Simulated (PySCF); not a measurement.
A structure optimised at PBE-D3(BJ)/def2-SVP, used in a PySCF frequency run:

```
C
H 1 1.1103
H 1 1.1103 2 106.23
C 1 1.5294 2 111.86 3 -122.31
H 4 1.1100 1 112.12 2 179.34
H 4 1.1100 5 106.99 1 -123.30
H 4 1.1120 5 106.76 6 -114.01
In 1 2.1928 2 106.73 3 113.62
H 8 1.7329 1 138.41 2 -56.64
O 8 2.0408 9 109.44 1 180.00
H 10 0.9765 8 110.08 9 180.00
```
Charge 0, spin multiplicity 1.

Question: Write its SMILES, formula and point group.

Answer: C[CH2][InH][OH], C2H7InO, Cs

Question: What are its rotational constants (standard atomic weights)?

Answer: 6.1477, 2.7027, 1.9230 GHz
